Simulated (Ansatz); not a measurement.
One change: `BSCS` becomes `BS[CH2][GeH3]`.

Ansatz, PBE0-D4/def2-TZVP geometries, multiplicity 1. Each molecule was computed in one conformer, which needn't be the lowest.

Scalar relativity is left out up to krypton.

```csv
property,`BSCS`
HOMO–LUMO gap (B3LYP/def2-TZVPP) / eV,5.45
size of the dipole moment (ωB97M-V/def2-TZVPP) / D,1.07
HOMO–LUMO gap (ωB97M-V/def2-TZVPP) / eV,9.98
HOMO energy (PBE/def2-TZVPP) / eV,-6.01
LUMO energy (PBE0/def2-TZVPP) / eV,-1.31
HOMO energy (B3LYP/def2-TZVPP) / eV,-6.94
```

(1) What does the change do to each property? (Best estimate.)

Results:

(1) Ansatz gave: 
| property | `BS[CH2][GeH3]` | shift |
| --- | --- | --- |
| HOMO–LUMO gap (B3LYP/def2-TZVPP) / eV | 5.95 | 0.50 |
| size of the dipole moment (ωB97M-V/def2-TZVPP) / D | 1.55 | 0.48 |
| HOMO–LUMO gap (ωB97M-V/def2-TZVPP) / eV | 10.40 | 0.42 |
| HOMO energy (PBE/def2-TZVPP) / eV | -6.49 | -0.48 |
| LUMO energy (PBE0/def2-TZVPP) / eV | -1.19 | 0.12 |
| HOMO energy (B3LYP/def2-TZVPP) / eV | -7.33 | -0.39 |

With PBE0 the HOMO falls by 0.37 eV and the LUMO rises by 0.12 eV, so the gap widens by about 0.49 eV. PBE moves the HOMO by -0.48 eV and ωB97M-V by -0.32 eV. Dipoles are sizes alone; their direction can turn.

B3LYP here is the variant with VWN-RPA as its local correlation; programs differ in this.
